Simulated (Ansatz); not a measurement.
Geometry optimisation, RKS PBE-D4/6-31G* (Ansatz).

Input:

```yaml
crystal:
  periodic: [false, false, false]
  atoms:
    - { symbol: Al, position_ang: [0.0, 0.0, 0.0] }
    - { symbol: "N", position_ang: [0.0, 0.0, 2.27] }
    - { symbol: H, position_ang: [-0.877, -0.2713, 2.8] }
    - { symbol: H, position_ang: [0.877, 0.2713, 2.8] }
    - { symbol: O, position_ang: [1.5415, 0.0, -0.89] }
    - { symbol: Si, position_ang: [2.3874, -1.376, -1.352] }
    - { symbol: H, position_ang: [1.4599, -2.3514, -1.9176] }
    - { symbol: H, position_ang: [3.3882, -1.0195, -2.3535] }
    - { symbol: H, position_ang: [3.0504, -1.9546, -0.187] }
    - { symbol: O, position_ang: [-1.5415, 0.0, -0.89] }
    - { symbol: Si, position_ang: [-2.6907, -1.2238, -0.8267] }
    - { symbol: H, position_ang: [-2.2881, -2.2198, 0.162] }
    - { symbol: H, position_ang: [-3.9833, -0.6595, -0.4496] }
    - { symbol: H, position_ang: [-2.8007, -1.8572, -2.1376] }
    - { symbol: F, position_ang: [-0.2489, 1.872, 0.6275] }
    - { symbol: H, position_ang: [-0.1681, 1.2645, 1.7547] }
basis:
  gaussian: { orbitals: "6-31G*" }
hamiltonian:
  xc: pbe
  dispersion: d4
relax:
  f_tol: 0.15
  max_steps: 25
  restrain:
    - { distance: [0, 14], at: 1.69, k: 30.0 }
    - { distance: [15, 1], at: 1.06, k: 30.0 }
    - { distance: [0, 1], at: 3.12, k: 30.0 }
    - { distance: [15, 14], at: 2.12, k: 30.0 }
```

Command:

```bash
$ ansatz run input.yaml --threads 4 --pin off --max-ram 5120MiB --backend cpu --events-out ev --progress --plain --runs-dir out
```

Question: Where does it end, and by what steps?

Answer: The forces met the threshold. The restraints hold the end off the free minimum; the threshold counts their pulls, which the force column leaves out. Restrained pairs: Al1–F15 (1.99 → 1.68 Å), N2–H16 (1.38 → 1.04 Å), Al1–N2 (2.27 → 3.09 Å), F15–H16 (1.28 → 2.13 Å). After 8 steps the energy has fallen by 1.532 eV (the restraints' own energy left out); Al1 moved furthest, 0.77 Å.

```csv
step,energy less start (eV),largest force component (eV/Å),accepted
0,0.0000,3.120,yes
1,-0.3942,4.610,yes
2,-0.8268,3.779,yes
3,-1.0408,2.680,yes
4,-1.2774,2.317,yes
5,-1.4326,1.240,yes
6,-1.5057,1.151,yes
7,-1.4920,0.978,no
8,-1.5324,0.905,yes
```

```xyz
16
Properties=species:S:1:pos:R:3
Al 0.026 0.589 -0.490
N -0.163 0.159 2.567
H -1.023 -0.061 3.078
H 0.630 0.006 3.197
O 1.541 0.016 -1.035
Si 2.287 -1.405 -1.470
H 1.300 -2.411 -1.998
H 3.305 -1.131 -2.536
H 2.984 -2.018 -0.289
O -1.456 -0.054 -1.039
Si -2.528 -1.306 -0.859
H -2.062 -2.287 0.182
H -3.870 -0.783 -0.437
H -2.693 -2.039 -2.158
F 0.008 2.030 0.380
H -0.180 1.170 2.316
```

The run took 20 s on 4 threads of Arm Neoverse V2, on a shared host, peak memory 0.22 GiB.
